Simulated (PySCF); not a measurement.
# I (iodine, neutral) across methods

[Kr] 4d10 5s2 5p4 5d1, one real determinant (an excited configuration). Computed with PySCF 2.14 in dyall-av2z (22s16p12d, 130 functions), with the non-relativistic Hamiltonian (point nucleus).

```
method  E (hartree)  mean ε 5p α (eV)  mean ε 5p β (eV)  mean ε 5d α (eV)  Σ⟨r²⟩ (bohr²)   ⟨S²⟩
   LDA     -6914.43            -9.106            -7.800             1.365          66.79  3.751
 wB97X     -6920.37           -12.680           -11.123            -1.141          66.67  3.753
   PBE     -6919.70            -9.009            -7.651             1.224          66.87  3.752
  PW91     -6920.65            -9.047            -7.704             1.206          66.83  3.752
r2SCAN     -6920.26            -9.474            -7.959             1.155          66.83  3.755
   UHF  -6917.65631           -13.626           -11.241            -1.219          67.33  3.762
revPBE     -6919.93            -8.986            -7.614             1.194          66.87  3.753
```

Estimate the same row for PBE0.

E (hartree) = -6919.89; mean ε 5p α (eV) = -10.375; mean ε 5p β (eV) = -8.806; mean ε 5d α (eV) = 0.486; Σ⟨r²⟩ (bohr²) = 66.76; ⟨S²⟩ = 3.754.

⟨L²⟩ = 8.01 against 12 for a pure F term, so this real determinant mixes terms. A non-relativistic calculation at this Z misses sizeable relativistic shifts. The outer electron is Rydberg-like, and this basis confines it to a smaller radius and binds it less than a complete one would.

The highest occupied level is positive at LDA, PBE0, PBE, PW91, r2SCAN, revPBE: only the finite basis holds that electron, which in a density functional comes from self-interaction.
